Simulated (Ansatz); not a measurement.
A rate constant, worked out

An elementary step of GeNH₂Cl₂F, singlet (GeNH₂Cl₂F ([NH2][Ge]([F])([Cl])[Cl]) → GeNHCl₂ ([NH][Ge]([Cl])[Cl]) + HF; Ge–F, N–H broken or loosened, F–H formed or tightened). The start structure is the reactant molecule, and the electronic barrier above it is 2.884 eV by CCSD(T) at an estimated basis limit (MP2 extrapolated from triple and quadruple zeta, plus CCSD(T) − MP2 in triple zeta). Ansatz 0.2.0; basis: def2-TZVPP and def2-QZVPP; cores frozen in the correlated methods. Filled d shells of the heavier atoms are correlated. The def2 sets are not built for correlating such inner shells, so the correlated values are less sure here. Extrapolation: Hartree–Fock as exp(−7.88 √X), correlation as X^−2.97. Harmonic wavenumbers at PBE0-D4/def2-TZVP (Ansatz 0.2.0), in cm⁻¹:

Start: 113, 133, 197, 215, 226, 229, 433, 469, 496, 711, 757, 909, 1568, 3567, 3670.

Saddle: 110i, 73, 129, 156, 184, 270, 422, 466, 486, 837, 924, 952, 1080, 2834, 3526.

Q: Work out the transition-state-theory rate constant at 400 K from these numbers alone (harmonic vibrations; rotation, path degeneracy and anharmonicity left out), and the Wigner tunnelling factor. Use 1 cm⁻¹ = 1.2398 × 10⁻⁴ eV and k_B = 8.617 × 10⁻⁵ eV/K.

A: Zero-point energies, half the sums: start 13693/2 cm⁻¹ = 0.8489 eV; saddle, real modes only, 12339/2 cm⁻¹ = 0.7649 eV.
Barrier with zero-point energy: 2.884 + 0.7649 − 0.8489 = 2.8000 eV.
k_BT = 0.03447 eV, so the barrier is 81.23 k_BT.
Vibrational partition functions from the zero-point level, ln q = −Σ ln(1 − exp(−hν/k_BT)): start 5.340, saddle 5.290.
k = (k_BT/h) exp(ln q‡ − ln q) exp(−E0/k_BT), with log₁₀(k_BT/h in s⁻¹) = 12.92: log₁₀ k = 12.92 + (-0.050 − 81.23)/2.3026 = -22.38, so k ≈ 4 × 10^(-23) s⁻¹.
Wigner factor: 1 + (hν‡/k_BT)²/24 = 1 + (0.40)²/24 = 1.01. A change of 1 kcal/mol (0.043 eV) in the barrier would change k by a factor of 3.5 at this temperature.

No T1 diagnostic of these runs exceeds 0.015.

Labels in which every atom is bracketed show which atoms are joined, not bond orders.

For scale, one of the runs: CCSD(T)/def2-TZVPP, 222 basis functions, launched by `ansatz run in.yaml --threads 8 --pin off --events-out ev --progress --plain --max-ram 19148MiB`. Time: 29 s of wall clock on 8 CPU threads of an AMD EPYC 9R45; the host was shared. Peak host memory: 3.6 GiB.
